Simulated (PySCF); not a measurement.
# [ReO2F2]−: from a saddle point downhill

PySCF 2.14.0, RKS PBE, Re def2-SVP with ECP60, O def2-SVP, F def2-SVP; non-relativistic Hamiltonian with scalar-relativistic core potentials where named; density fitting; no spin-orbit coupling. Relaxed within the symmetry of its start, the geometry (C2v) is

```xyz
5

Re    0.0626    0.0626    0.0000
O     1.7828   -0.1174    0.0000
O    -0.1174    1.7828    0.0000
F    -1.8741   -0.1443    0.0000
F    -0.1443   -1.8741    0.0000
```

and its lowest harmonic modes are -112, 118, 242, 293, 383, 554 cm⁻¹ (negative: unstable). It was moved along the lowest mode and relaxed again, within the group C2 that the move left.

Problem. Where does it end, and how much lower?

Solution. In C2, 0.152 eV lower, after 7 steps:
```xyz
5

Re    0.0665    0.0665    0.0000
O     1.7254   -0.1036    0.4518
O    -0.1036    1.7254   -0.4518
F    -1.8075   -0.1712    0.4402
F    -0.1712   -1.8075   -0.4402
```

Problem. How do the contacts change?

Solution. 
```tsv
contact	saddle (Å)	end (Å)
Re1–O2 (O)	1.730	1.728
Re1–O3 (O)	1.730	1.728
Re1–F4 (F)	1.948	1.940
Re1–F5 (F)	1.948	1.940
```


Problem. Is the end a minimum?

Solution. Yes; lowest modes 134, 200, 232, 277, 358, 557 cm⁻¹.

State: singlet.
